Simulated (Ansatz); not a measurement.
Cartesian coordinates in Å:
```
C 2.805 1.468 -0.215
C 1.743 0.679 0.483
O 1.067 1.081 1.397
O 1.601 -0.548 -0.022
Ge 0.332 -1.566 0.771
O -1.313 -0.814 0.692
C -1.767 -0.567 -0.538
C -3.128 0.054 -0.534
O -1.122 -0.821 -1.525
H 2.899 2.450 0.241
H 2.546 1.566 -1.271
H 3.756 0.934 -0.164
H 0.599 -1.680 2.267
H 0.363 -2.862 -0.031
H -3.091 1.000 0.009
H -3.463 0.220 -1.555
H -3.828 -0.594 -0.005
```

Charge 0, multiplicity 1.

(1) List the ωB97M-V/def2-TZVPP orbital energies in eV (Ansatz 0.2.0). (An estimate is asked.)

## Answers

(1) Ansatz gave: Occupied: -10867.79, -1363.54, -1211.28, -1211.27, -1211.25, -527.00, -527.00, -525.80, -525.80, -285.21, -285.21, -281.71, -281.71, -175.41, -124.70, -124.66, -124.58, -37.65, -37.55, -37.41, -37.38, -37.37, -33.54, -33.29, -30.93, -30.83, -24.00, -23.83, -20.27, -18.91, -16.94, -16.60, -16.33, -16.13, -16.03, -15.82, -15.35, -14.11, -13.97, -13.71, -13.64, -12.69, -12.62, -12.00, -11.68, -11.54, -10.58, -10.48. Lowest empty: 1.95, 2.23, 2.66, 2.76, 2.79, 3.32, 3.45, 4.66.
